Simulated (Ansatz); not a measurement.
Conformers of `F[SiH2]S[SiH3]`, each relaxed with PBE0-D4/def2-TZVP in Ansatz. CBS adds the triple-zeta coupled-cluster correction to the MP2 limit.

Not all of them had a frequency check.

Conformer A:

Cartesian coordinates in Å:
```
F 0.035 -2.050 -0.945
Si -1.117 -1.115 -0.349
S -0.770 0.919 -0.810
Si 1.042 1.207 0.305
H -2.397 -1.480 -0.992
H -1.124 -1.341 1.113
H 1.085 2.641 0.679
H 2.227 0.868 -0.520
H 1.018 0.352 1.519
```

Conformer B:

```xyz
9

F     1.927    2.205   -0.903
Si    0.960    1.256   -0.063
S     0.285   -0.253   -1.394
Si   -0.968   -1.301   -0.009
H     1.735    0.677    1.059
H    -0.169    2.071    0.442
H    -2.040   -0.415    0.509
H    -0.176   -1.817    1.136
H    -1.553   -2.423   -0.778
```

Question: Which is lowest in electronic energy at CCSD(T)/CBS (frozen core, def2 sets), and by how much? (Estimate.)

Answer: The calculation gave: A; B lies 6.4 kJ/mol higher.

Question: Give the energies relative to A (kJ/mol) with r2SCAN-D4/def2-TZVPP, HF/def2-TZVPP, CCSD(T)/def2-TZVPP, HF/def2-QZVPP, MP2/def2-QZVPP, MP2/CBS(def2), CCSD/CBS(def2). (Best estimate.)

Answer: The calculation gave: 
```tsv
level	B
r2SCAN-D4/def2-TZVPP	6.5
HF/def2-TZVPP	5.5
CCSD(T)/def2-TZVPP	6.4
HF/def2-QZVPP	5.4
MP2/def2-QZVPP	6.5
MP2/CBS(def2)	6.6
CCSD/CBS(def2)	6.2
```
